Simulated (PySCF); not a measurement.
Breaking a bond: InCl, singlet. Each curve is given relative to its own lowest point near equilibrium.

| R / Å | A | B | C |
|---|---|---|---|
| 1.80 | 5.491 | 5.589 | 5.361 |
| 1.94 | 2.628 | 2.710 | 2.576 |
| 2.03 | 1.514 | 1.582 | 1.491 |
| 2.16 | 0.559 | 0.601 | 0.557 |
| 2.25 | 0.213 | 0.236 | 0.216 |
| 2.32 | 0.068 | 0.079 | 0.071 |
| 2.41 | 0.000 | 0.000 | 0.000 |
| 2.48 | 0.016 | 0.010 | 0.011 |
| 2.54 | 0.065 | 0.056 | 0.055 |
| 2.63 | 0.185 | 0.172 | 0.165 |
| 2.80 | 0.505 | 0.489 | 0.462 |
| 3.02 | 0.997 | 0.981 | 0.919 |
| 3.25 | 1.516 | 1.504 | 1.400 |
| 3.65 | 2.325 | — | 2.141 |
| 3.98 | 2.876 | — | 2.634 |
| 4.31 | 3.400 | — | 3.014 |
| 4.82 | — | — | 3.369 |
| 5.25 | — | — | 3.539 |
| 5.87 | — | — | 3.684 |
| 6.47 | — | — | 3.763 |
| 7.26 | — | — | 3.815 |

Energies in eV.

Problem. Match the curves with the methods SC-NEVPT2 on CASSCF(10,8)/def2-SVP, all electrons correlated, def2 effective core potentials past Kr run with PySCF; CCSD(T) on UHF/def2-SVP, 9 core orbitals frozen, def2 effective core potentials past Kr (PySCF); unrestricted r2SCAN/def2-SVP, def2 effective core potentials past Kr in PySCF.

Solution. A is UCCSD(T); B is NEVPT2; C is UKS-r2SCAN.

A dash means that the run gave no value there, or that the column was ended at a point which the program doubted or which failed a test of continuity chosen for this set; such a test can also cut sound points.

The unrestricted determinant behind UCCSD(T) is spin-contaminated at 4.31 to 7.26 Å (<S²> up to 1.0, against 0.00 for a pure singlet). The unrestricted determinant behind UKS-r2SCAN is spin-contaminated at 4.31 to 7.26 Å (<S²> up to 0.6, against 0.00 for a pure singlet). At the longest distance UKS-r2SCAN leaves fractional charges on the fragments, a sign of delocalisation error or of the restricted form.
